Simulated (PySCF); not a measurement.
BrHSn, neutral, multiplicity 1. Atoms are numbered in the order given.

```xyz
3

Sn     0.0364     1.0252     0.0000
H     -1.7363     1.1450     0.0000
Br    -0.0024    -1.4973     0.0000
```

Geometry optimised at PBE0-D3(BJ)/def2-TZVP. The def2 effective core potentials stand for the cores of Sn; spin–orbit coupling is left out.

Computed with CAM-B3LYP/def2-TZVPD (PySCF).

Mulliken values depend strongly on the basis, most of all with diffuse functions as here. ESP charges are fitted to the potential on shells at 1.4 to 2.0 van der Waals radii. Atomic charges (e):

```json
[
 {"atom": "Sn1", "ESP fit": "[?]", "Mulliken": "0.46"},
 {"atom": "H2", "ESP fit": "[?]", "Mulliken": "-0.09"},
 {"atom": "Br3", "ESP fit": "[?]", "Mulliken": "-0.37"}
]
```

Problem. Fill in the missing entries. (An estimate is asked for; the answer gives what the named calculation found.)

Solution. 
- Sn1, ESP fit: 0.34
- H2, ESP fit: -0.10
- Br3, ESP fit: -0.24
